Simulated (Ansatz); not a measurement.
Input file for `F/C(Br)=C(\F)I`:

```yaml
crystal:
  periodic: [false, false, false]
  atoms:
    - {symbol: F, position_ang: [0.212536, -1.787821, -0.458298]}
    - {symbol: C, position_ang: [0.217862, -0.638192, 0.197229]}
    - {symbol: Br, position_ang: [0.913027, -0.742395, 1.912634]}
    - {symbol: C, position_ang: [-0.251891, 0.461065, -0.387497]}
    - {symbol: F, position_ang: [-0.719421, 0.377341, -1.627205]}
    - {symbol: I, position_ang: [-0.337311, 2.338902, 0.443337]}
basis:
  gaussian: {orbitals: def2-TZVPP}
correlation: {method: ccsd_t}
```

```sh
$ ansatz run in.yaml --threads 4 --pin off --events-out ev --progress --plain
```

The program prints (abridged):

```
Functional definition: HF
1643 factors; integrals over basis functions are off by at most 8.5e-4 eV
mean field evaluation 1: about -85542.7767 eV, gradient 3.1e1 eV
mean field evaluation 2: about -85543.0544 eV, gradient 3.1e1 eV
mean field evaluation 4: about -85545.2747 eV, gradient 4.3e0 eV
mean field evaluation 8: about -85545.3432 eV, gradient 4.6e-1 eV
mean field evaluation 16: about -85545.3442 eV, gradient 1.4e-6 eV
mean field -85545.34420606 eV, -3143.7334148558 hartree, gradient 1.4e-6 eV, S^2 0.000000; 0 other end points of the search recorded, 0 dependent functions left out; unrestricted orbitals would lower it
17 core orbitals not correlated: weight in the atoms' cores, before any rotation towards them, 1.000 or more for the frozen orbitals, at most 0.000 for the correlated occupied ones
reference -85545.34420606 eV, -3143.7334148558 hartree; 28, 28 occupied and 177, 177 virtual orbitals, 1643 factors
second order -42.91136637 eV of doubles, -0.00000000 eV of singles
cycle   1  -41.06422566 eV  change     1.8e0 eV  update   1.4e-1
cycle   2  -42.03475881 eV  change   -9.7e-1 eV  update   4.5e-2
cycle   3  -42.24067925 eV  change   -2.1e-1 eV  update   2.0e-2
cycle   4  -42.20691770 eV  change    3.4e-2 eV  update   5.4e-3
cycle   5  -42.20290250 eV  change    4.0e-3 eV  update   2.3e-3
cycle   6  -42.20597682 eV  change   -3.1e-3 eV  update   7.0e-4
cycle   7  -42.20597011 eV  change    6.7e-6 eV  update   2.9e-4
cycle   8  -42.20556671 eV  change    4.0e-4 eV  update   9.9e-5
cycle   9  -42.20555020 eV  change    1.7e-5 eV  update   4.1e-5
perturbative correction -1.47441854 eV, -0.0541838821 hartree
Total energy: -85589.02417480 eV, -3145.3386240997 hartree
```

Hardware: 4 threads of a server CPU on a shared host. Wall time 92 s, peak host memory 4.5 GiB.

MP2 recovers 98.2 % of the CCSD(T) correlation energy and the triples give 3.4 %; T1 = 0.0107.
